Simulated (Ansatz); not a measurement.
Input for Ansatz (a quantum-chemistry and plane-wave program): R-B3LYP-D3(BJ)/def2-TZVP on CH4O2 (a complex).

Ansatz 0.2 input:
```yaml
crystal:
  periodic: [false, false, false]
  atoms:
    - {symbol: O, position_ang: [0.24721560, -0.04788999, 0.31865304]}
    - {symbol: H, position_ang: [-0.32774678, -0.33568957, 1.03906724]}
    - {symbol: H, position_ang: [-0.20550651, -0.27158829, -0.49610976]}
    - {symbol: C, position_ang: [-0.34000542, -0.34297429, 3.67940011]}
    - {symbol: O, position_ang: [-1.09445989, -0.70857919, 2.82678012]}
    - {symbol: H, position_ang: [0.63794210, 0.10592782, 3.44919160]}
    - {symbol: H, position_ang: [-0.57480823, -0.43097805, 4.75131402]}
basis:
  gaussian:
    orbitals: def2-TZVP
hamiltonian:
  xc: b3lyp
  dispersion: d3bj
relax: {f_tol: 0.004, max_steps: 120}
scf: {lower_state_search: off}
```

Program output:

```
WARN ansatz: RAYON_NUM_THREADS=2 ignored (pool sized by the plan → 2); use --threads N
Functional definition: B3LYP
these checks for a lower state are left out or cut short: stability, starts, cluster_reference, orbital_swaps, neighbouring_geometries, increment
integrals: 0.03 GiB planned
658 factors; their error is unknown
mean field: 0.29 GiB planned
mean field evaluation 1: about -5190.7040 eV, gradient 6.7e1 eV
mean field evaluation 2: about -5178.3696 eV, gradient 1.1e2 eV
mean field evaluation 4: about -5197.9650 eV, gradient 7.1e0 eV
mean field evaluation 8: about -5198.0445 eV, gradient 2.3e-1 eV
mean field evaluation 16: about -5198.0421 eV, gradient 3.2e-4 eV
mean field -5198.04206466 eV, -191.0245225169 hartree, gradient 9.2e-6 eV, S^2 0.000000; 0 other end points of the search recorded, 0 dependent functions left out
the calculation of the forces begins
reference -5198.04229024 eV, -191.0245308069 hartree; 13, 13 occupied and 104, 104 virtual orbitals, 658 factors
relax step   1: F+E_penalty+E_count = -5198.14704621 eV  Δ(F+E_penalty+E_count) = +0.000e0 eV  max|allowed force component| = 4.224e-1 eV/Å  Δτ_max = 0.0000 Å  (16 SCF iters, accepted)
these checks for a lower state are left out or cut short: stability, starts, cluster_reference, orbital_swaps, neighbouring_geometries, increment
integrals: 0.03 GiB planned
658 factors; their error is unknown
mean field: 0.29 GiB planned
mean field -5198.04859442 eV, -191.0247624811 hartree, gradient 1.9e-6 eV, S^2 0.000000; 0 other end points of the search recorded, 0 dependent functions left out
the calculation of the forces begins
reference -5198.04881929 eV, -191.0247707449 hartree; 13, 13 occupied and 104, 104 virtual orbitals, 658 factors
relax step   2: F+E_penalty+E_count = -5198.15527971 eV  Δ(F+E_penalty+E_count) = -8.234e-3 eV  max|allowed force component| = 2.212e-1 eV/Å  Δτ_max = 0.0767 Å  (21 SCF iters, accepted)
these checks for a lower state are left out or cut short: stability, starts, cluster_reference, orbital_swaps, neighbouring_geometries, increment
integrals: 0.03 GiB planned
658 factors; their error is unknown
mean field: 0.29 GiB planned
mean field evaluation 32: about -5197.9693 eV, gradient 2.8e-6 eV
mean field -5197.96932502 eV, -191.0218493844 hartree, gradient 2.9e-6 eV, S^2 0.000000; 0 other end points of the search recorded, 0 dependent functions left out
the calculation of the forces begins
reference -5197.96954974 eV, -191.0218576425 hartree; 13, 13 occupied and 104, 104 virtual orbitals, 658 factors
relax step   3: F+E_penalty+E_count = -5198.07790299 eV  Δ(F+E_penalty+E_count) = +7.738e-2 eV  max|allowed force component| = 1.307e0 eV/Å  Δτ_max = 0.0858 Å  (21 SCF iters, rejected (line search))
these checks for a lower state are left out or cut short: stability, starts, cluster_reference, orbital_swaps, neighbouring_geometries, increment
integrals: 0.03 GiB planned
658 factors; their error is unknown
mean field: 0.29 GiB planned
mean field -5198.05097565 eV, -191.0248499895 hartree, gradient 1.2e-6 eV, S^2 0.000000; 0 other end points of the search recorded, 0 dependent functions left out
the calculation of the forces begins
reference -5198.05120032 eV, -191.0248582462 hartree; 13, 13 occupied and 104, 104 virtual orbitals, 658 factors
relax step   4: F+E_penalty+E_count = -5198.15858253 eV  Δ(F+E_penalty+E_count) = -3.303e-3 eV  max|allowed force component| = 1.106e-1 eV/Å  Δτ_max = 0.0429 Å  (22 SCF iters, accepted)
these checks for a lower state are left out or cut short: stability, starts, cluster_reference, orbital_swaps, neighbouring_geometries, increment
integrals: 0.03 GiB planned
658 factors; their error is unknown
mean field: 0.29 GiB planned
mean field -5198.05304602 eV, -191.0249260745 hartree, gradient 1.5e-6 eV, S^2 0.000000; 0 other end points of the search recorded, 0 dependent functions left out
the calculation of the forces begins
reference -5198.05327078 eV, -191.0249343340 hartree; 13, 13 occupied and 104, 104 virtual orbitals, 658 factors
relax step   5: F+E_penalty+E_count = -5198.16100197 eV  Δ(F+E_penalty+E_count) = -2.419e-3 eV  max|allowed force component| = 9.876e-2 eV/Å  Δτ_max = 0.0449 Å  (22 SCF iters, accepted)
these checks for a lower state are left out or cut short: stability, starts, cluster_reference, orbital_swaps, neighbouring_geometries, increment
integrals: 0.03 GiB planned
658 factors; their error is unknown
mean field: 0.29 GiB planned
mean field -5198.05411298
[...]
4 virtual orbitals, 658 factors
relax step  17: F+E_penalty+E_count = -5198.16489372 eV  Δ(F+E_penalty+E_count) = -1.022e-5 eV  max|allowed force component| = 2.540e-2 eV/Å  Δτ_max = 0.0167 Å  (23 SCF iters, accepted)
these checks for a lower state are left out or cut short: stability, starts, cluster_reference, orbital_swaps, neighbouring_geometries, increment
integrals: 0.03 GiB planned
658 factors; their error is unknown
mean field: 0.29 GiB planned
mean field -5198.05368984 eV, -191.0249497342 hartree, gradient 1.4e-6 eV, S^2 0.000000; 0 other end points of the search recorded, 0 dependent functions left out
the calculation of the forces begins
reference -5198.05391099 eV, -191.0249578615 hartree; 13, 13 occupied and 104, 104 virtual orbitals, 658 factors
relax step  18: F+E_penalty+E_count = -5198.16489834 eV  Δ(F+E_penalty+E_count) = -4.621e-6 eV  max|allowed force component| = 1.847e-2 eV/Å  Δτ_max = 0.0021 Å  (24 SCF iters, accepted)
these checks for a lower state are left out or cut short: stability, starts, cluster_reference, orbital_swaps, neighbouring_geometries, increment
integrals: 0.03 GiB planned
658 factors; their error is unknown
mean field: 0.29 GiB planned
mean field -5198.05375732 eV, -191.0249522143 hartree, gradient 1.4e-6 eV, S^2 0.000000; 0 other end points of the search recorded, 0 dependent functions left out
the calculation of the forces begins
reference -5198.05397847 eV, -191.0249603414 hartree; 13, 13 occupied and 104, 104 virtual orbitals, 658 factors
relax step  19: F+E_penalty+E_count = -5198.16492902 eV  Δ(F+E_penalty+E_count) = -3.068e-5 eV  max|allowed force component| = 3.910e-3 eV/Å  Δτ_max = 0.0105 Å  (22 SCF iters, accepted)
these checks for a lower state are left out or cut short: stability, starts, cluster_reference, orbital_swaps, neighbouring_geometries, increment
integrals: 0.03 GiB planned
658 factors; their error is unknown
mean field: 0.29 GiB planned
mean field -5198.05285096 eV, -191.0249189059 hartree, gradient 1.4e-6 eV, S^2 0.000000; 0 other end points of the search recorded, 0 dependent functions left out
the calculation of the forces begins
reference -5198.05307259 eV, -191.0249270506 hartree; 13, 13 occupied and 104, 104 virtual orbitals, 658 factors
relax step  20: F+E_penalty+E_count = -5198.16401276 eV  Δ(F+E_penalty+E_count) = +9.163e-4 eV  max|allowed force component| = 3.050e-1 eV/Å  Δτ_max = 0.0575 Å  (21 SCF iters, rejected (line search))
these checks for a lower state are left out or cut short: stability, starts, cluster_reference, orbital_swaps, neighbouring_geometries, increment
integrals: 0.03 GiB planned
658 factors; their error is unknown
mean field: 0.29 GiB planned
mean field -5198.05378819 eV, -191.0249533487 hartree, gradient 1.4e-6 eV, S^2 0.000000; 0 other end points of the search recorded, 0 dependent functions left out
the calculation of the forces begins
reference -5198.05400939 eV, -191.0249614777 hartree; 13, 13 occupied and 104, 104 virtual orbitals, 658 factors
relax step  21: F+E_penalty+E_count = -5198.16494489 eV  Δ(F+E_penalty+E_count) = -1.587e-5 eV  max|allowed force component| = 8.075e-3 eV/Å  Δτ_max = 0.0074 Å  (23 SCF iters, accepted)
these checks for a lower state are left out or cut short: stability, starts, cluster_reference, orbital_swaps, neighbouring_geometries, increment
integrals: 0.03 GiB planned
658 factors; their error is unknown
mean field: 0.29 GiB planned
mean field evaluation 160: about -5197.9490 eV, gradient 6.3e0 eV
mean field -5198.04746489 eV, -191.0247209716 hartree, gradient 1.6e-6 eV, S^2 0.000000; 0 other end points of the search recorded, 0 dependent functions left out
the calculation of the forces begins
reference -5198.04768756 eV, -191.0247291546 hartree; 13, 13 occupied and 104, 104 virtual orbitals, 658 factors
relax step  22: F+E_penalty+E_count = -5198.15848853 eV  Δ(F+E_penalty+E_count) = +6.456e-3 eV  max|allowed force component| = 7.255e-1 eV/Å  Δτ_max = 0.0885 Å  (21 SCF iters, rejected (line search))
these checks for a lower state are left out or cut short: stability, starts, cluster_reference, orbital_swaps, neighbouring_geometries, increment
integrals: 0.03 GiB planned
658 factors; their error is unknown
mean field: 0.29 GiB planned
mean field -5198.05377668 eV, -191.0249529255 hartree, gradient 1.4e-6 eV, S^2 0.000000; 0 other end points of the search recorded, 0 dependent functions left out
the calculation of the forces begins
reference -5198.05399787 eV, -191.0249610543 hartree; 13, 13 occupied and 104, 104 virtual orbitals, 658 factors
relax step  23: F+E_penalty+E_count = -5198.16495314 eV  Δ(F+E_penalty+E_count) = -8.259e-6 eV  max|allowed force component| = 6.344e-3 eV/Å  Δτ_max = 0.0038 Å  (24 SCF iters, accepted)
these checks for a lower state are left out or cut short: stability, starts, cluster_reference, orbital_swaps, neighbouring_geometries, increment
integrals: 0.03 GiB planned
658 factors; their error is unknown
mean field: 0.29 GiB planned
mean field -5198.05378078 eV, -191.0249530761 hartree, gradient 1.4e-6 eV, S^2 0.000000; 0 other end points of the search recorded, 0 dependent functions left out
the calculation of the forces begins
reference -5198.05400206 eV, -191.0249612080 hartree; 13, 13 occupied and 104, 104 virtual orbitals, 658 factors
relax step  24: F+E_penalty+E_count = -5198.16495044 eV  Δ(F+E_penalty+E_count) = +2.702e-6 eV  max|allowed force component| = 3.382e-2 eV/Å  Δτ_max = 0.0146 Å  (22 SCF iters, rejected (line search))
these checks for a lower state are left out or cut short: stability, starts, cluster_reference, orbital_swaps, neighbouring_geometries, increment
integrals: 0.03 GiB planned
658 factors; their error is unknown
mean field: 0.29 GiB planned
mean field -5198.05376336 eV, -191.0249524362 hartree, gradient 1.4e-6 eV, S^2 0.000000; 0 other end points of the search recorded, 0 dependent functions left out
the calculation of the forces begins
reference -5198.05398458 eV, -191.0249605660 hartree; 13, 13 occupied and 104, 104 virtual orbitals, 658 factors
relax step  25: F+E_penalty+E_count = -5198.16494184 eV  Δ(F+E_penalty+E_count) = +1.131e-5 eV  max|allowed force component| = 2.908e-2 eV/Å  Δτ_max = 0.0071 Å  (23 SCF iters, rejected (line search))
these checks for a lower state are left out or cut short: stability, starts, cluster_reference, orbital_swaps, neighbouring_geometries, increment
integrals: 0.03 GiB planned
658 factors; their error is unknown
mean field: 0.29 GiB planned
mean field evaluation 192: about -5198.0538 eV, gradient 5.9e-3 eV
mean field -5198.05378707 eV, -191.0249533075 hartree, gradient 1.4e-6 eV, S^2 0.000000; 0 other end points of the search recorded, 0 dependent functions left out
the calculation of the forces begins
reference -5198.05400828 eV, -191.0249614366 hartree; 13, 13 occupied and 104, 104 virtual orbitals, 658 factors
relax step  26: F+E_penalty+E_count = -5198.16496395 eV  Δ(F+E_penalty+E_count) = -1.080e-5 eV  max|allowed force component| = 3.047e-3 eV/Å  Δτ_max = 0.0034 Å  (24 SCF iters, accepted)
Total energy: -5198.16518515 eV, -191.0290471115 hartree
Atom 0 at     0.274704    -0.114554     0.539604 Å, force     0.001627    -0.000670     0.002230 eV/Å
Atom 1 at    -0.462696    -0.441000     1.078265 Å, force    -0.000131    -0.000848    -0.000998 eV/Å
Atom 2 at    -0.042616    -0.111503    -0.367761 Å, force    -0.001264     0.001154    -0.001288 eV/Å
Atom 3 at    -0.346378    -0.336234     3.586268 Å, force     0.000513     0.000631    -0.003047 eV/Å
Atom 4 at    -1.225314    -0.760332     2.880873 Å, force     0.000406     0.000084     0.002310 eV/Å
Atom 5 at     0.573819     0.101248     3.163695 Å, force    -0.000512    -0.000272     0.000582 eV/Å
Atom 6 at    -0.428889    -0.369395     4.687352 Å, force    -0.000639    -0.000078     0.000212 eV/Å
Dipole moment:    -0.016449     0.061228     0.248790 e Å
Checks for a lower state left out: stability, starts, cluster_reference, orbital_swaps, neighbouring_geometries, increment
```

The calculation finished and met its thresholds.

Cost: roughly 40 core-seconds.
